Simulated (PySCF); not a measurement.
PySCF was given this input:
```python
from pyscf import gto, scf, dft

mol = gto.M(
    atom='''
C    -0.06860000    0.01030000    0.00720000
F     1.27240000   -0.19110000   -0.13290000
H    -0.32610000   -0.14440000    1.05580000
H    -0.29090000    1.03300000   -0.30030000
H    -0.58680000   -0.70780000   -0.62980000
''',
    basis='def2-svp',
    spin=2,
    verbose=4,
)

mf = dft.UKS(mol)
mf.xc = 'r2scan'
mf.kernel()
```

What does this run give for the number of basis functions, total energy, Mulliken (on the basis functions themselves) charges in atom order, <S^2>?


| Quantity | Result |
|---|---|
| number of basis functions | 43 |
| total energy | -278.404779 Ry |
| Mulliken (on the basis functions themselves) charges in atom order | C1 0.32, F2 0.03, H3 -0.08, H4 -0.08, H5 -0.19 |
| <S^2> | 2.004 |

These values belong to the state on which the SCF converged, which isn't shown to be the lowest.
